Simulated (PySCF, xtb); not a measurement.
C3HBrClF, SMILES BrC(Cl)=C=CF.

Harmonic wavenumbers (cm⁻¹) from xtb with GFN2-xTB at its own minimum, in rising order: 76, 117, 200, 247, 350, 377, 452, 580, 698, 776, 1014, 1184, 1377, 2029, 3037.

### Question
What does PBE-D3(BJ)/def2-SVP run with PySCF give at its own minimum? (Estimate from the structure and the level; the computed values follow.)

### Answer
82, 115, 216, 256, 368, 427, 473, 628, 785, 820, 1043, 1217, 1394, 2013, 3091. Paired by order, the mean absolute difference is 30 cm⁻¹ and the zero-point energies are 17.9 and 18.5 kcal/mol.
